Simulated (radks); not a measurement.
Problem. Species: the aluminium ion Al+. Configuration: [Ne] 3s2. All-electron calculation, non-relativistic Kohn-Sham, TPSS, spin-unpolarised, spherical densities, point nucleus; meta-GGA in the generalised Kohn-Sham scheme. Program: a radial shooting solver on a logarithmic mesh with Libxc functionals. Some entries of the table are withheld. Estimate them.

| orbital | occ. | eigenvalue (eV) | <r> (bohr) |
|---|---|---|---|
| 1s | 2 | -1522.715 | (1) |
| 2s | 2 | (2) | 0.6257 |
| 2p | 6 | -78.5305 | (3) |
| 3s | 2 | -14.8462 | 2.391 |
| 3p | 0 | -9.0273 | 2.908 |

Solution. 
(1) 1s <r> (bohr): 0.1204
(2) 2s eigenvalue (eV): -117.4717
(3) 2p <r> (bohr): 0.6027
